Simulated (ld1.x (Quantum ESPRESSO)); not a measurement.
# Reading a pseudo-wave (F (Z = 9))

Columns: radius, all-electron u(r) and pseudo u(r) of the 2p shell (level -11.12 eV) of fluorine in the configuration [He] 2s2 2p5; PBE, non-relativistic, PAW scheme, ld1.x (Quantum ESPRESSO) 7.5.

```tsv
r (bohr)	all-electron	pseudo
0.085	0.1064	0.0121
0.170	0.3025	0.0475
0.255	0.4950	0.1036
0.340	0.6520	0.1762
0.425	0.7676	0.2602
0.510	0.8445	0.3497
0.595	0.8881	0.4387
0.680	0.9052	0.5215
0.765	0.9022	0.5931
0.850	0.8848	0.6501
0.935	0.8574	0.6901
1.020	0.8234	0.7125
1.105	0.7853	0.7179
1.190	0.7450	0.7083
1.275	0.7038	0.6867
1.360	0.6627	0.6564
1.445	0.6224	0.6208
1.530	0.5833	0.5832
1.615	0.5457	0.5457
1.700	0.5099	0.5099
1.785	0.4758	0.4758
1.870	0.4436	0.4436
1.955	0.4133	0.4133
2.040	0.3848	0.3848
2.125	0.3581	0.3581
2.210	0.3332	0.3332
```

Q: How many radial nodes do the two functions have?

A: The all-electron 2p function has n − l − 1 = 0; the pseudo-wave has 0.

Q: At about which radius was the pseudo-wave matched?

A: 1.70 bohr. The columns agree to 0.0005 from 1.53 bohr on; several derivatives are matched, so the curves merge somewhat inside the radius.

Q: Where does each function peak?

A: Outermost all-electron maximum near 0.68 bohr, pseudo maximum near 1.10 bohr (to the table’s step).

Q: Is the pseudo-wave norm-conserving?

A: No, it belongs to a PAW set: the norm inside the radius is not constrained, and the difference is carried by the augmentation charge.
